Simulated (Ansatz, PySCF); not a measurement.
Dimer: HCl (SMILES Cl) (first 2 atoms) with AsH3 (SMILES [AsH3]); geometry from B3LYP-D3(BJ)/def2-TZVP, rigid monomers moved along the line of their centres of mass till Cl1···As3 is 3.47 Å.
(charge 0, multiplicity 1):
```xyz
6

Cl     0.4583    -1.3521     0.3597
H     -0.7168    -0.9572     0.6878
As     0.1815     0.6160     3.2083
H     -0.7027    -0.6261     3.1562
H     -0.4372     1.1809     1.9334
H     -0.8250     1.3572     4.0851
```

Monomers are frozen at their geometry in the pair; levels with a basis set take the counterpoise correction. Rows marked so take none.

Rows in LANL2DZ, STO-3G carry no dispersion term and start afresh at each structure; the Pople sets are all-electron and without relativity. LANL2DZ brings its own core potentials from Na on.

Codes used: Ansatz (an electronic-structure program); PySCF for LANL2DZ rows, STO-3G rows, the dispersion terms. Each number belongs to the level named beside it.

### Question
One of these levels gives 3.7 kJ/mol for the interaction energy. Name it.
A) HF/STO-3G (no counterpoise)
B) B3LYP/LANL2DZ (no counterpoise)
C) PBE0/def2-TZVPPD
D) PBE-D4/def2-TZVPPD

### Answer
C, PBE0/def2-TZVPPD. The others give 11.6 (HF/STO-3G (no counterpoise)), -1.1 (PBE-D4/def2-TZVPPD), 8.6 (B3LYP/LANL2DZ (no counterpoise))
